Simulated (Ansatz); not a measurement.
# Which level was it?

TiO2 has 3 atoms, charge 0, and is taken as a singlet. As SMILES, `[O]=[Ti]=[O]`. The shape is that of a PBE0-D4/def2-TZVP optimisation.

```xyz
3

O     0.9210    0.9288    0.4446
Ti    0.1350   -0.4920    0.3316
O    -1.0561   -0.4368   -0.7762
```

Orbital energies are those of the mean-field step.

A calculation with Ansatz 0.2.0 gave:

- total energy: -998.9014 Eh
- dipole moment: 6.49 D
- HOMO energy: -11.18 eV
- LUMO energy: -1.18 eV
- HOMO–LUMO gap: 10.00 eV
- largest force: 1.335 eV/Å

Task: Which of these levels gave the numbers?
A. CCSD(T)/cc-pVDZ
B. MP2/def2-SVP (density fitting with def2-universal-jkfit)
C. MP2/cc-pVDZ
D. PBE/cc-pVTZ

Result: A. The others give -999.6941 Eh (PBE/cc-pVTZ), -998.6059 Eh (MP2/def2-SVP (density fitting with def2-universal-jkfit)), -998.9077 Eh (MP2/cc-pVDZ).
